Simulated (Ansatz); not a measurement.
Reaction (ligand exchange at a Ge–F bond): `[F][GeH2][Cl]` + H₂Se → `[Cl][GeH2][SeH]` + H–F

Computed with Ansatz on PBE0-D4/def2-TZVP structures; ΔE is electronic, products minus reactants. CBS: MP2 limit from def2 TZ/QZ plus the TZ coupled-cluster correction, frozen cores. This one scheme is used for every species. DFT in def2-TZVPP. B3LYP here is the variant with VWN-RPA as its local correlation; programs differ in this. For Ge, Se outer-core shells are correlated without core-valence functions, which leaves a few kJ/mol of doubt a bond. Scalar relativity is left out up to krypton. One conformer a species, not always the lowest.

CCSD(T)/CBS gives +0.5 kJ/mol.

(1) Another level gave +8.6 kJ/mol. Which?
A. HF/def2-TZVPP
B. B3LYP-D4/def2-TZVPP
C. PBE-QIDH/def2-TZVPP
D. CAM-B3LYP-D4/def2-TZVPP

Largest T1 diagnostic among the species: 0.011.

## Answers

(1) B. B3LYP-D4 8.6, PBE-QIDH 1.3, CAM-B3LYP-D4 17.3, HF/def2-TZVPP 23.6 kJ/mol.

From r2SCAN to r2SCAN0 (25 % exact exchange), in def2-TZVPP and without D4, ΔE moves by −5.3 kJ/mol. At CCSD(T), def2-SVP lies +25.5 kJ/mol from the extrapolated value and def2-TZVPP +6.3 kJ/mol. The D4 term adds −8.1 kJ/mol with B3LYP and −4.3 kJ/mol with PBE0; it sums over pairs of atoms, weighted by their polarisabilities, and B3LYP, whose exchange is more repulsive, gets the larger term.
